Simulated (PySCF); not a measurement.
A PySCF script (with the pyscf-properties extension) for the NMR shieldings of `CS(=O)(=O)[C@@H]([SiH3])O[SiH2]S`, C2H10O3S2Si2, on a GFN2-xTB geometry:

```python
import basis_set_exchange as bse
import numpy as np
from pyscf import gto, dft
from pyscf.prop import nmr

atoms = """
C    -1.745870   -1.779517    0.297548
S    -1.185356   -0.126199    0.799891
O    -2.315586    0.634061    1.252844
O    -0.103816   -0.295259    1.750510
C    -0.428560    0.665781   -0.614859
Si   -0.325221    2.526740   -0.146320
O     0.779472    0.044761   -0.798644
Si    1.701660   -0.597104    0.379469
S     3.383880   -0.934011   -0.937476
H    -0.972171   -2.219620   -0.319055
H    -1.896256   -2.367062    1.194995
H    -2.674093   -1.668285   -0.248679
H    -1.077492    0.471341   -1.472225
H    -1.678047    3.053514   -0.302013
H     0.607931    3.086805   -1.124278
H     0.188583    2.644311    1.212805
H     1.374667   -1.964938    0.772059
H     2.222871    0.333288    1.366567
H     4.133600   -1.499357   -0.009944
"""
names = dict.fromkeys(["C", "S", "O", "Si", "H"], "pcSseg-1")
basis = {el: gto.basis.parse(bse.get_basis(n, elements=[el], fmt="nwchem")) for el, n in names.items()}
mol = gto.M(atom=atoms, basis=basis, charge=0, verbose=0)
mf = dft.RKS(mol, xc="PBE0")
mf.grids.level = 2
mf.grids.alignment = dft.numint.BLKSIZE   # the property module wants whole blocks of grid points
mf.conv_tol = 1e-9
mf.kernel()

calc = nmr.RKS(mf)   # GIAO
C = mf.mo_coeff
Co = C[:, mf.mo_occ > 0]
resp = mf.gen_response(singlet=True, hermi=2)
def vind(x):   # induced exchange potential for any number of trial vectors
    d = np.einsum("pi,xij,qj->xpq", C, 2 * x.reshape(-1, C.shape[1], Co.shape[1]), Co, optimize=True)
    return np.einsum("xpq,pi,qj->xij", resp(d - d.transpose(0, 2, 1)), C, Co, optimize=True).ravel()
mo1, _ = nmr.rhf.solve_mo1(calc, with_cphf=vind)
sigma = calc.kernel(mo1)
for i, s in enumerate(sigma):   # ppm
    print("%2d %-2s %9.2f" % (i, mol.atom_pure_symbol(i), np.trace(s) / 3))
```

Q: What does it print?

A: 
```
 0 C     142.58
 1 S     184.67
 2 O     132.07
 3 O     133.86
 4 C     101.63
 5 Si    424.28
 6 O     313.90
 7 Si    393.10
 8 S     699.21
 9 H      28.69
10 H      28.81
11 H      29.24
12 H      26.79
13 H      27.55
14 H      27.66
15 H      27.35
16 H      25.90
17 H      25.80
18 H      32.39
```

These numbers come from an equivalent density-fitted implementation of the same equations, which agrees with the script to about 0.01 ppm for H and up to a few tenths of a ppm for heavy atoms, so last digits may differ.

Size and cost of the density-fitted run: 231 basis functions, 100 s wall time on 1 thread of an Arm Neoverse N1, shared host; peak memory 1.1 GiB.
